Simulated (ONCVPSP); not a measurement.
## Os (Z = 76) ONCV: all-electron and pseudo phase curves

* Element: osmium
* Generator: ONCVPSP 4.0.1
* Type: optimised norm-conserving Vanderbilt (ONCV)
* Functional: Wu-Cohen
* Relativity: scalar-relativistic
* Frozen core: [Kr] 4d10 4f14
* Valence charge: 16
* Reference configuration: 5s2 5p6 5d6 (charge +2)
* Partial waves: 5s: rc 1.60 bohr, ncon 4, nbas 9, qcut 8.5 1/bohr, 2 projectors, debl 3.7 Ha; 5p: rc 1.70 bohr, ncon 4, nbas 9, qcut 7.7 1/bohr, 3 projectors, debl 3.4 Ha; 5d: rc 1.80 bohr, ncon 4, nbas 8, qcut 9.9 1/bohr, 2 projectors, debl 3.4 Ha
* Local potential: polynomial inside 1.00 bohr (lpopt 4, dvloc0 2 Ha)
* Core correction: none

In the s channel the program set the typed energies aside and used -3.997, 0.050 Ha.

The phase is arctan(r·R′/R) of the radial function R(r), unwrapped; energies in Ha, scanned from -5 to 5 Ha. A pole is an energy at which the radial function vanishes at the test radius. The pseudo phase is shifted by a multiple of π to meet the all-electron one at the reference energy, and phase errors are pseudo minus all-electron; the curves can meet again beyond the range given. Levels narrower than the energy grid can be missing from the lists of poles.

Q: For each channel, where are the poles, and over which energies does the pseudopotential scatter like the atom?

A:

| channel | radius (bohr) | reference energy (Ha) | poles, all-electron | poles, pseudo | unbroken range about the reference energy with phases within 0.05 rad | phase error 1 Ha above the reference energy (rad) |
| --- | --- | --- | --- | --- | --- | --- |
| s | 1.63 | -4.00 | -3.52 | -3.52 | the whole range | -0.000 |
| p | 1.73 | -2.50 | -1.87 | -1.87 | the whole range | -0.000 |
| d | 1.82 | -0.84 | 0.34 | 0.34 | the whole range | -0.000 |

Phases in the d channel:

```
E (Ha)  all-electron  pseudo
 -4.96         1.324   1.323
 -4.48         1.301   1.301
 -4.00         1.271   1.271
 -3.52         1.230   1.230
 -3.04         1.169   1.169
 -2.56         1.066   1.066
 -2.08         0.855   0.855
 -1.60         0.291   0.291
 -1.12        -0.743  -0.743
 -0.64        -1.251  -1.251
 -0.16        -1.453  -1.454
  0.32        -1.566  -1.566
  0.80        -1.650  -1.650
  1.28        -1.729  -1.729
  1.76        -1.824  -1.824
  2.24        -1.968  -1.968
  2.72        -2.260  -2.260
  3.20        -2.993  -2.993
  3.68        -3.879  -3.881
  4.16        -4.257  -4.258
  4.64        -4.420  -4.421
```
